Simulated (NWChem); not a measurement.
Program: NWChem. System: diboron tetrachloride (B2Cl4), charge 0, spin multiplicity 1, at a geometry optimised with PBE/def2-SVP. Level: RHF/cc-pVDZ.

Job file:

```
start mol
memory heap 200 mb stack 900 mb global 1100 mb
geometry units angstroms nocenter noautoz
  Cl    -1.099188    -1.045321     1.741531
  B      0.000000     0.000000     0.849066
  Cl     1.099188     1.045321     1.741531
  B      0.000000     0.000000    -0.849066
  Cl    -1.099188     1.045321    -1.741531
  Cl     1.099188    -1.045321    -1.741531
  symmetry group D2
end
basis spherical
  * library cc-pvdz
end
scf
  rhf
  nopen 0
  maxiter 100
  thresh 1e-7
  semidirect memsize 60000000 filesize 0
end
task scf energy
```

Output (cleaned and shortened):

```
             Northwest Computational Chemistry Package (NWChem) 7.3.0
             --------------------------------------------------------

                                NWChem Input Module
                                -------------------

 Scaling coordinates for geometry "geometry" by  1.889725989
 (inverse scale =  0.529177249)

 Turning off AUTOSYM since
 SYMMETRY directive was detected!

                             Geometry "geometry" -> ""
                             -------------------------

 Output coordinates in angstroms (scale by  1.889725989 to convert to a.u.)

  No.       Tag          Charge          X              Y              Z
 ---- ---------------- ---------- -------------- -------------- --------------
    1 Cl                  17.0000    -1.09918800    -1.04532100     1.74153100
    2 B                    5.0000     0.00000000     0.00000000     0.84906600
    3 Cl                  17.0000     1.09918800     1.04532100     1.74153100
    4 B                    5.0000     0.00000000     0.00000000    -0.84906600
    5 Cl                  17.0000    -1.09918800     1.04532100    -1.74153100
    6 Cl                  17.0000     1.09918800    -1.04532100    -1.74153100

 Effective nuclear repulsion energy (a.u.)     420.3282864664

            Nuclear Dipole moment (a.u.)
            ----------------------------
        X                 Y               Z
 ---------------- ---------------- ----------------
     0.0000000000     0.0000000000     0.0000000000

      Symmetry information
      --------------------

 Group name             D2
 Group number             11
 Group order               4
 No. of unique centers     2

      Symmetry unique atoms

     1    2


 Summary of "ao basis" -> "" (spherical)
 ------------------------------------------------------------------------------
       Tag                 Description            Shells   Functions and Types
 ---------------- ------------------------------  ------  ---------------------
 *                          cc-pvdz                   on all atoms

 Summary of "ao basis" -> "ao basis" (spherical)
 ------------------------------------------------------------------------------
       Tag                 Description            Shells   Functions and Types
 ---------------- ------------------------------  ------  ---------------------
 Cl                         cc-pvdz                  8       18   4s3p1d
 B                          cc-pvdz                  6       14   3s2p1d

                                 NWChem SCF Module
                                 -----------------

  ao basis        = "ao basis"
  functions       =   100
  atoms           =     6
  closed shells   =    39
  open shells     =     0
  charge          =   0.00
  wavefunction    = RHF
  use symmetry    = T
  symmetry adapt  = T

 Summary of "ao basis" -> "ao basis" (spherical)
 ------------------------------------------------------------------------------
       Tag                 Description            Shells   Functions and Types
 ---------------- ------------------------------  ------  ---------------------
 Cl                         cc-pvdz                  8       18   4s3p1d
 B                          cc-pvdz                  6       14   3s2p1d

      Symmetry analysis of basis
      --------------------------

        a1         26
        b1         26
        b2         24
        b3         24

 Forming initial guess at       0.2s

      Superposition of Atomic Density Guess
[...]
    8  -10.5847
    9   -8.0519
   10   -8.0519
   11   -8.0519
   12   -8.0519
   13   -8.0495
   14   -8.0495
   15   -8.0495
   16   -8.0495
   17   -8.0491
   18   -8.0491
   19   -8.0491
   20   -8.0491
   21   -7.7339
   22   -7.7332
   23   -1.1640
   24   -1.1521
   25   -1.1159
   26   -1.1155
   27   -0.7514
   28   -0.6670
   29   -0.5993
   30   -0.5901
   31   -0.5883
   32   -0.5272
   33   -0.5266
   34   -0.5129
   35   -0.4842
   36   -0.4774
   37   -0.4705
   38   -0.4700
   39   -0.4337
   40    0.0608
   41    0.0672
   42    0.2091
   43    0.2372
   44    0.2767
   45    0.2941
   46    0.2984
   47    0.3723
   48    0.3942
   49    0.3953

                       ROHF Final Molecular Orbital Analysis
                       -------------------------------------

 Vector   37  Occ=2.000000D+00  E=-4.705387D-01  Symmetry=b3
              MO Center= -3.2D-15, -6.5D-16, -6.1D-12, r^2= 6.4D+00
   Bfn.  Coefficient  Atom+Function         Bfn.  Coefficient  Atom+Function
  ----- ------------  ---------------      ----- ------------  ---------------
    10      0.216108  1 Cl pz                42     -0.216108  3 Cl pz
    74     -0.216108  5 Cl pz                92      0.216108  6 Cl pz
     9      0.183781  1 Cl py                41      0.183781  3 Cl py
    73     -0.183781  5 Cl py                91     -0.183781  6 Cl py
    13      0.175802  1 Cl pz                45     -0.175802  3 Cl pz

 Vector   38  Occ=2.000000D+00  E=-4.699567D-01  Symmetry=b2
              MO Center= -1.9D-16,  1.5D-15,  6.2D-12, r^2= 6.4D+00
   Bfn.  Coefficient  Atom+Function         Bfn.  Coefficient  Atom+Function
  ----- ------------  ---------------      ----- ------------  ---------------
    10      0.218174  1 Cl pz                42     -0.218174  3 Cl pz
    74      0.218174  5 Cl pz                92     -0.218174  6 Cl pz
     8      0.189336  1 Cl px                40      0.189336  3 Cl px
    72     -0.189336  5 Cl px                90     -0.189336  6 Cl px
    13      0.177502  1 Cl pz                45     -0.177502  3 Cl pz

 Vector   39  Occ=2.000000D+00  E=-4.336576D-01  Symmetry=a1
              MO Center= -3.5D-15, -1.0D-13,  3.4D-17, r^2= 5.0D+00
   Bfn.  Coefficient  Atom+Function         Bfn.  Coefficient  Atom+Function
  ----- ------------  ---------------      ----- ------------  ---------------
    24     -0.272299  2 B  pz                56      0.272299  4 B  pz
    10      0.266185  1 Cl pz                42      0.266185  3 Cl pz
    74     -0.266185  5 Cl pz                92     -0.266185  6 Cl pz
    13      0.232336  1 Cl pz                45      0.232336  3 Cl pz
    77     -0.232336  5 Cl pz                95     -0.232336  6 Cl pz

 Vector   40  Occ=0.000000D+00  E= 6.077205D-02  Symmetry=b2
              MO Center=  7.0D-15, -5.8D-15, -6.9D-14, r^2= 3.8D+00
   Bfn.  Coefficient  Atom+Function         Bfn.  Coefficient  Atom+Function
  ----- ------------  ---------------      ----- ------------  ---------------
    26      0.411803  2 B  py                58      0.411803  4 B  py
    23      0.296383  2 B  py                55      0.296383  4 B  py
    25     -0.260167  2 B  px                57      0.260167  4 B  px
    22     -0.190827  2 B  px                54      0.190827  4 B  px
    11      0.189708  1 Cl px                43      0.189708  3 Cl px

 Vector   41  Occ=0.000000D+00  E= 6.721230D-02  Symmetry=b3
              MO Center=  3.8D-15, -3.7D-17, -2.0D-14, r^2= 3.8D+00
   Bfn.  Coefficient  Atom+Function         Bfn.  Coefficient  Atom+Function
  ----- ------------  ---------------      ----- ------------  ---------------
    25      0.411510  2 B  px                57      0.411510  4 B  px
    26     -0.293418  2 B  py                58      0.293418  4 B  py
    22      0.290123  2 B  px                54      0.290123  4 B  px
    23     -0.202474  2 B  py                55      0.202474  4 B  py
    12      0.199442  1 Cl py                44      0.199442  3 Cl py

 Vector   42  Occ=0.000000D+00  E= 2.090801D-01  Symmetry=b1
              MO Center=  9.2D-14, -3.8D-15,  2.2D-14, r^2= 5.9D+00
   Bfn.  Coefficient  Atom+Function         Bfn.  Coefficient  Atom+Function
  ----- ------------  ---------------      ----- ------------  ---------------
    21      2.434800  2 B  s                 53     -2.434800  4 B  s
     4     -0.639489  1 Cl s                 36     -0.639489  3 Cl s
    68      0.639489  5 Cl s                 86      0.639489  6 Cl s
    11     -0.366669  1 Cl px                43      0.366669  3 Cl px
    75      0.366669  5 Cl px                93     -0.366669  6 Cl px

 center of mass
 --------------
 x =   0.00000000 y =   0.00000000 z =   0.00000000

 moments of inertia (a.u.)
 ------------------
        2117.452328891829           0.000000000000           0.000000000000
           0.000000000000        2175.154170649967           0.000000000000
           0.000000000000           0.000000000000        1149.313987577982

  Mulliken analysis of the total density
  --------------------------------------

    Atom       Charge   Shell Charges
 -----------   ------   -------------------------------------------------------
    1 Cl  17    17.13   2.00  2.01  0.93  0.96  6.00  3.05  2.16  0.03
    2 B    5     4.73   2.00  0.65  0.27  1.40  0.20  0.21
    3 Cl  17    17.13   2.00  2.01  0.93  0.96  6.00  3.05  2.16  0.03
    4 B    5     4.73   2.00  0.65  0.27  1.40  0.20  0.21
    5 Cl  17    17.13   2.00  2.01  0.93  0.96  6.00  3.05  2.16  0.03
    6 Cl  17    17.13   2.00  2.01  0.93  0.96  6.00  3.05  2.16  0.03

       Multipole analysis of the density wrt the origin
       ------------------------------------------------

     L   x y z        total         open         nuclear
     -   - - -        -----         ----         -------
     0   0 0 0     -0.000000      0.000000     78.000000

     1   1 0 0     -0.000000      0.000000      0.000000
     1   0 1 0      0.000000      0.000000      0.000000
     1   0 0 1      0.000000      0.000000      0.000000

     2   2 0 0    -46.290145      0.000000    293.393536
     2   1 1 0     -0.000000      0.000000      0.000000
     2   1 0 1      0.000000      0.000000      0.000000
     2   0 2 0    -46.109239      0.000000    265.341961
     2   0 1 1      0.000000      0.000000      0.000000
     2   0 0 2    -48.711570      0.000000    762.237914

 Task  times  cpu:        3.8s     wall:        3.8s

 Total times  cpu:        3.8s     wall:        3.8s
```
